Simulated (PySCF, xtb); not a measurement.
H4O2SiZn, SMILES [OH][Zn][O][SiH3]. One conformer was computed; it need not be the lowest.

Harmonic wavenumbers (cm⁻¹) from GFN2-xTB (xtb) at its own minimum, in rising order: 34, 64, 68, 122, 212, 326, 515, 582, 592, 671, 752, 785, 821, 969, 2181, 2205, 2238, 3681.

Problem. What does PBE-D3(BJ)/def2-SVP (PySCF) give at its own minimum? (An estimate is asked for; the answer gives what the named calculation found.)

Solution. 39, 56, 82, 147, 169, 478, 690, 697, 715, 793, 907, 917, 979, 981, 2115, 2121, 2163, 3724. Paired by order, the mean absolute difference is 84 cm⁻¹ and the zero-point energies are 24.0 and 25.4 kcal/mol.
